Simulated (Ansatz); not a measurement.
Reading a saddle point

A first-order saddle point of SiH$_{6}$O$_{4}$, closed shell, PBE0-D4/def2-TZVP, with one imaginary mode of 1030i cm⁻¹:

Si1  (-0.282, 0.042, -0.049)
O2  (0.961, 0.191, 1.278)
O3  (-0.261, -1.248, -1.074)
O4  (-1.382, -0.526, 1.045)
O5  (-0.917, 1.480, -0.495)
H6  (1.589, 0.313, 0.391)
H7  (1.316, 0.521, -0.761)
H8  (1.053, -0.570, 1.867)
H9  (0.353, -1.154, -1.805)
H10  (-2.087, -1.049, 0.663)
H11  (-0.345, 2.001, -1.061)
(Å)

Ansatz 0.2.0; basis: def2-TZVPP and def2-QZVPP; cores frozen in the correlated methods. Extrapolation: Hartree–Fock as exp(−7.88 √X), correlation as X^−2.97.

Question: Which contacts change along the imaginary mode, and what lies on either side? (Judge from chemistry; the calculation decides.)

Answer: Computed: The step is SiH₄O₄ ([OH][Si]([OH])([OH])[OH]) + H₂ → SiH₄O₃ ([OH][SiH]([OH])[OH]) + H₂O, with the molecules in contact on both sides. Shortening one way: Si1–H7, O2–H6; lengthening the same way: Si1–O2, H6–H7.
| pair | one side (Å) | saddle (Å) | other side (Å) |
| --- | --- | --- | --- |
| Si1–H7 | 3.87 | 1.81 | 1.47 |
| O2–H6 | 2.72 | 1.09 | 0.96 |
| Si1–O2 | 1.63 | 1.82 | 3.45 |
| H6–H7 | 0.75 | 1.20 | 4.91 |

Question: Which side is lower, and how far does the saddle lie above each? (To be estimated.)

Answer: Computed: The side with Si1–O2, H6–H7 short is lower by 0.673 eV; the saddle lies 2.499 eV above it and 1.827 eV above the other (CCSD(T) at an estimated basis limit (MP2 extrapolated from triple and quadruple zeta, plus CCSD(T) − MP2 in triple zeta); electronic energies).

No T1 diagnostic of these runs exceeds 0.012.

Labels in which every atom is bracketed show which atoms are joined, not bond orders.

For scale, one of the runs: CCSD(T)/def2-TZVPP, 250 basis functions, launched by `ansatz run in.yaml --threads 8 --pin off --events-out ev --progress --plain --max-ram 19148MiB`. The run took 100 s on 8 CPU threads of an Arm Neoverse V1 (shared host), with 5.7 GiB of host memory at its peak.
